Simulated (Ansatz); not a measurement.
Geometry optimisation, RKS B3LYP/def2-SVP in Ansatz 0.2.0.

Input:

```yaml
crystal:
  periodic: [false, false, false]
  atoms:
    - { symbol: "N", position_ang: [0.0722, 1.3456, -0.8406] }
    - { symbol: Si, position_ang: [0.669, -0.0236, -0.1846] }
    - { symbol: F, position_ang: [1.3284, -0.8233, -1.3906] }
    - { symbol: P, position_ang: [-0.9882, -1.1193, 0.5712] }
    - { symbol: H, position_ang: [-0.3817, 1.1339, -1.7673] }
    - { symbol: H, position_ang: [-0.7487, 1.7182, -0.2733] }
    - { symbol: H, position_ang: [1.6497, 0.3202, 0.897] }
    - { symbol: H, position_ang: [-0.3066, -2.1897, 1.138] }
    - { symbol: H, position_ang: [-1.2055, -0.4084, 1.8332] }
basis:
  gaussian: { orbitals: def2-SVP }
hamiltonian:
  xc: b3lyp
relax:
  f_tol: 0.015
  max_steps: 40
```

Command:

```bash
$ ansatz run input.yaml --threads 1 --pin off --max-ram 2048MiB --backend cpu --events-out ev --progress --plain --runs-dir out
```

Where does it end, and by what steps?

The forces met the threshold. After 20 steps the energy has fallen by 0.852 eV; H6 moved furthest, 1.36 Å.

```csv
step,energy less start (eV),largest force component (eV/Å),accepted
0,0.0000,3.565,yes
1,-0.5199,1.742,yes
2,-0.6429,0.448,yes
3,-0.6659,0.232,yes
4,-0.7026,0.529,yes
5,-0.7384,0.240,yes
6,-0.7657,0.283,yes
7,-0.7278,1.577,no
8,-0.7876,0.179,yes
9,-0.8018,0.521,yes
10,-0.8218,0.508,yes
11,-0.8255,0.245,yes
12,-0.8408,0.501,yes
13,-0.8317,0.173,no
14,-0.8447,0.180,yes
15,-0.8491,0.147,yes
16,-0.8510,0.084,yes
17,-0.8517,0.083,yes
18,-0.8519,0.035,yes
19,-0.8519,0.038,no
20,-0.8520,0.007,yes
```

```xyz
9
Properties=species:S:1:pos:R:3
N -0.202 1.359 -0.814
Si 0.556 0.008 -0.084
F 1.501 -0.860 -1.103
P -1.085 -1.417 0.553
H -0.969 1.249 -1.470
H 0.298 2.230 -0.966
H 1.469 0.522 0.968
H -0.181 -2.380 1.096
H -1.299 -0.758 1.803
```

The run took 3.9 min on 1 thread of Intel(R) Xeon(R) Processor @ 2.50GHz (Skylake/Cascade Lake) (shared host), peak memory 0.18 GiB.
